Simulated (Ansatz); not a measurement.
One change: `O/C=N/[SiH3]` becomes `O/[C]([GaH2])=N/[SiH3]`.

Ansatz, PBE0-D4/def2-TZVP geometries, multiplicity 1. Each molecule was computed in one conformer, which needn't be the lowest.

Scalar relativity is left out up to krypton.

| property | `O/C=N/[SiH3]` |
| --- | --- |
| LUMO energy (ωB97M-V/def2-TZVPP) / eV | 2.12 |
| LUMO energy (B3LYP/def2-TZVPP) / eV | -0.39 |
| HOMO–LUMO gap (B3LYP/def2-TZVPP) / eV | 7.19 |
| HOMO energy (ωB97M-V/def2-TZVPP) / eV | -10.13 |
| size of the dipole moment (ωB97M-V/def2-TZVPP) / D | 0.62 |
| LUMO energy (PBE0/def2-TZVPP) / eV | -0.12 |

Q: Give the same properties after the change, and the shifts. (Best estimate.)

A: The calculation gave: 
| property | `O/[C]([GaH2])=N/[SiH3]` | shift |
| --- | --- | --- |
| LUMO energy (ωB97M-V/def2-TZVPP) / eV | 0.48 | -1.64 |
| LUMO energy (B3LYP/def2-TZVPP) / eV | -1.49 | -1.10 |
| HOMO–LUMO gap (B3LYP/def2-TZVPP) / eV | 5.56 | -1.63 |
| HOMO energy (ωB97M-V/def2-TZVPP) / eV | -9.50 | 0.63 |
| size of the dipole moment (ωB97M-V/def2-TZVPP) / D | 0.68 | 0.06 |
| LUMO energy (PBE0/def2-TZVPP) / eV | -1.26 | -1.14 |

With PBE0 the HOMO rises by 0.56 eV and the LUMO falls by 1.14 eV, so the gap narrows by about 1.70 eV. PBE moves the HOMO by 0.41 eV and ωB97M-V by 0.63 eV. Dipoles are sizes alone; their direction can turn.

B3LYP here is the variant with VWN-RPA as its local correlation; programs differ in this.
